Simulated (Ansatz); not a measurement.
A structure relaxed at r2SCAN-D4/def2-SVP in Ansatz, charge 0, singlet:

```tsv
atom	x (Å)	y (Å)	z (Å)
Pb1	0.5733	0.9388	-1.3114
Pb2	-1.1066	-1.7764	-1.2532
Pb3	-1.0835	0.1071	1.3202
Se4	0.4687	2.2788	1.0191
Se5	1.1481	-1.5483	0.2253
```

Task: Give its formula and point group.

Result: the cluster Pb3Se2. Point group Cs (tolerance 0.1 Å).

Task: Summarise the bond lengths by kind (pairs closer than 1.2 times the sum of covalent radii, bridged metal pairs left out).

Result: 5 × Pb–Se 2.69 to 2.99 Å.

In the def2 sets Pb takes a core potential; there is no spin–orbit coupling. The restricted singlet is unstable towards broken spin symmetry at other levels; at r2SCAN-D4/def2-SVP this wasn't settled. Another isomer (singlet) lies 1.00 eV lower at PBE0-D4/def2-TZVP; other spin states weren't run for this one.
